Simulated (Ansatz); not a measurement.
`BC1OC1=C` + CH₃SH → `BSC` + `C=C1CO1` at 298.15 K and 1 bar (ligand exchange at a B–C bond).

Program: Ansatz. Geometries: PBE0-D4/def2-TZVP. ΔE: electronic, gas phase. CBS: MP2 limit from def2 TZ/QZ plus the TZ coupled-cluster correction, frozen cores. This one scheme is used for every species.

```json
{"species": "`BC1OC1=C`", "CCSD(T)/CBS energy (Eh)": "-217.02601", "H − E (kJ/mol)": "206.6", "S (J/(mol·K))": "301.8"}
{"species": "CH₃SH", "CCSD(T)/CBS energy (Eh)": "-438.22835", "H − E (kJ/mol)": "133.0", "S (J/(mol·K))": "253.2"}
{"species": "`BSC`", "CCSD(T)/CBS energy (Eh)": "-463.64092", "H − E (kJ/mol)": "171.9", "S (J/(mol·K))": "287.7"}
{"species": "`C=C1CO1`", "CCSD(T)/CBS energy (Eh)": "-191.64805", "H − E (kJ/mol)": "175.5", "S (J/(mol·K))": "269.5"}
```

H − E and S are ideal-gas, rigid-rotor, harmonic terms from PBE0-D4/def2-TZVP, for one conformer and one mirror image of each species. 1 Eh = 2625.50 kJ/mol, R = 8.31446 J/(mol·K).

Task: By hand: ΔE, ΔH, ΔS and ΔG.

Result: ΔE = (-463.64092) + (-191.64805) − (-217.02601) − (-438.22835) = -0.03461 Eh = -90.9 kJ/mol. Δ(H − E) = 171.9 + 175.5 − 206.6 − 133.0 = 7.8, so ΔH = -83.1 kJ/mol. ΔS = 287.7 + 269.5 − 301.8 − 253.2 = 2.2 J/(mol·K). ΔG = -83.1 − 298.15 × (2.2)/1000 = -83.8 kJ/mol.

Task: By hand: the equilibrium constant, and the temperature at which ΔG would vanish if ΔH and ΔS stayed fixed.

Result: log₁₀ K = −ΔG/(RT ln 10) = 14.7. ΔH and −TΔS have one sign here, so there is no such temperature. One of them is within its doubt of zero, so this could turn.

The number of gas molecules stays the same, so ΔS is small and ΔH decides. A doubt of 5 kJ/mol in ΔE shifts log₁₀ K by 0.9 here. Other conformers and mirror images would add mixing entropy, several J/(mol·K) or more a flexible species. These are equilibria of isolated gas molecules and say nothing of rates. Largest T1 diagnostic: 0.014 (customary marks: 0.02 for closed shells, 0.045 for open ones).
